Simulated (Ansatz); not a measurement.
Reaction (hydrogenolysis of a C–C bond): `C[N](C)[Hf]([OH])([F])[CH2]C(C)(C)C` + H₂ → `C[N](C)[Hf]([CH3])([OH])[F]` + `CC(C)C`

Computed with Ansatz on PBE0-D4/def2-TZVP structures; ΔE is electronic, products minus reactants. CCSD(T)/CBS adds triple-zeta CCSD(T) − MP2 to the extrapolated MP2 energy (def2 sets, frozen cores). This one scheme is used for every species. Functionals use def2-TZVPP. def2 core potentials past Kr. For Hf outer-core shells are correlated without core-valence functions, which leaves a few kJ/mol of doubt a bond. One conformer a species, not always the lowest.

`C[N](C)[Hf]([OH])([F])[CH2]C(C)(C)C`:

Z-matrix (Å, degrees):
```
Hf
O 1 1.927
N 1 2.025 2 109.5
C 1 3.074 2 88.9 3 10.3
F 1 1.924 2 119.2 3 -128.6
C 1 3.070 2 129.5 3 -13.2
C 1 2.241 2 103.4 3 113.6
H 2 0.952 1 161.0 3 131.1
H 4 1.093 1 77.8 2 23.8
H 4 1.099 1 125.1 2 -79.3
H 4 1.100 1 123.1 2 127.0
H 6 1.099 1 125.6 2 -40.9
H 6 1.100 1 122.7 2 113.1
H 6 1.094 1 77.9 2 -143.7
C 7 1.535 1 122.3 2 -157.1
H 7 1.100 1 107.6 2 -29.1
H 7 1.105 1 102.6 2 80.9
C 15 1.529 7 110.1 1 -167.4
C 15 1.527 7 110.0 1 -47.5
C 15 1.526 7 109.9 1 72.8
H 18 1.094 15 110.9 7 61.0
H 18 1.094 15 110.7 7 -58.6
H 18 1.095 15 111.4 7 -178.8
H 19 1.095 15 111.4 7 64.3
H 19 1.094 15 111.2 7 -176.3
H 19 1.094 15 111.2 7 -55.9
H 20 1.093 15 110.9 7 -59.6
H 20 1.094 15 110.8 7 60.2
H 20 1.094 15 111.0 7 179.9
```

H₂:

```xyz
2

H    -0.070   -0.253    0.266
H     0.070    0.253   -0.266
```

`C[N](C)[Hf]([CH3])([OH])[F]`:

Cartesian coordinates in Å:
```
C -1.776 -0.756 0.781
N -0.597 -0.682 -0.045
C -0.819 -1.182 -1.383
Hf 1.235 0.027 0.433
C 1.304 2.038 -0.530
O 1.342 0.305 2.335
F 2.603 -1.005 -0.444
H -1.568 -0.379 1.785
H -2.599 -0.160 0.361
H -2.137 -1.790 0.877
H -1.590 -0.601 -1.909
H -1.140 -2.233 -1.376
H 0.096 -1.128 -1.983
H 2.279 2.521 -0.392
H 1.125 1.971 -1.610
H 0.544 2.709 -0.117
H 1.698 0.345 3.217
```

`CC(C)C`:

```xyz
14

C    -0.086   -0.146    1.439
C     0.311   -0.257   -0.025
C     0.770    1.087   -0.569
C    -0.832   -0.820   -0.858
H    -0.389   -1.114    1.846
H     0.740    0.232    2.049
H    -0.928    0.543    1.559
H     1.155   -0.956   -0.095
H    -0.042    1.821   -0.520
H     1.084    1.010   -1.614
H     1.611    1.484    0.006
H    -0.545   -0.931   -1.907
H    -1.700   -0.154   -0.820
H    -1.149   -1.799   -0.490
```

CCSD(T)/CBS gives -58.0 kJ/mol.

(1) Another level gave -56.5 kJ/mol. Which?
A. BHLYP/def2-TZVPP
B. ωB97M-V/def2-TZVPP
C. revPBE-D4/def2-TZVPP
D. PBE0/def2-TZVPP

Largest T1 diagnostic among the species: 0.015.

Results:

(1) C. revPBE-D4 -56.5, ωB97M-V -63.1, PBE0 -85.9, BHLYP -98.8 kJ/mol.

From r2SCAN to r2SCAN0 (25 % exact exchange), in def2-TZVPP and without D4, ΔE moves by −4.2 kJ/mol. At CCSD(T), def2-SVP lies +7.2 kJ/mol from the extrapolated value and def2-TZVPP +2.2 kJ/mol.
